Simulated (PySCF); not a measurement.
**F³⁺: interval between two levels**

F³⁺ [He] 2s2 2p2 [3P2, M_J = 2] → F³⁺ [He] 2s1 2p2 3s1 [5P3, M_J = 3], as a difference of total energies. All numbers are calculated (PySCF 2.14, the two-component X2C-1e Hamiltonian, in x2c-TZVPall-2c with one added diffuse shell each of s, p, d type (6s4p3d1f, 40 functions)). Correlated levels: 1s2 frozen. "Screened" scales the spin-orbit matrix elements by Boettger's factors to mimic the two-electron term; Breit and QED terms are absent.

| method | interval between two levels (cm⁻¹) |
| --- | --- |
| GHF (spin-free) | 483400 |
| GMP2 (spin-free) | 496560 |
| GHF (screened spin-orbit) | 483430 |
| GMP2 (screened spin-orbit) | 496590 |

The labels give the starting determinants; with spin-orbit coupling the two ends relaxed to ⟨J²⟩ = 6.00, ⟨L²⟩ = 2.00, ⟨S²⟩ = 2.00 and ⟨J²⟩ = 12.00, ⟨L²⟩ = 2.00, ⟨S²⟩ = 6.00.
